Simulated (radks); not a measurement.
The numbers below are computed, except where a source is named.
All-electron atom: Ta V in [Xe] 4f14 6p1 (not the ground configuration). Level of theory: Dirac Kohn-Sham, exchange-only LDA, spin-unpolarised, spherical densities, point nucleus; open shells fill j = l - 1/2 first (a radial shooting solver on a logarithmic mesh with Libxc functionals).

Radial electron density D(r) = 4 pi r^2 rho(r):

r (bohr),D(r) (e/bohr)
0.001965,20.15
0.002287,24.86
0.002663,30.43
0.0031,36.92
0.00358,43.91
0.004168,52.13
0.004852,61.02
0.005649,70.30
0.006524,79.04
0.007595,87.65
0.008841,94.95
0.01029,100.2
0.01189,102.8
0.01384,102.8
0.01611,100.3
0.01875,96.26
0.02183,92.54
0.02521,91.24
0.02935,94.02
0.03417,101.8
0.03978,113.2
0.04594,124.4
0.05349,132.0
0.06227,131.7
0.07249,123.3
0.08372,111.9
0.09746,103.5
0.1135,104.4
0.1321,113.3
0.1525,120.9
0.1776,117.9
0.2067,100.6
0.2407,77.77
0.2779,63.55
0.3236,62.60
0.3767,69.83
0.4385,72.90
0.5105,65.27
0.5896,51.11
0.6864,36.02
0.7991,25.38
0.9302,19.06
1.074,14.88
1.251,10.75
1.456,6.798
1.695,3.693
1.958,1.894
2.279,1.006
2.653,0.6585
3.088,0.4584
3.567,0.2814
4.152,0.1289
4.834,0.04246
5.628,0.009606
6.499,0.001593
7.566,0.0001504

D(r) has 4 maxima, at r = 0.0128, 0.0575, 0.160, 0.428 bohr, and minima at 0.0248, 0.104, 0.301 bohr, inside which lie 2.02, 11.14, 29.82 electrons.
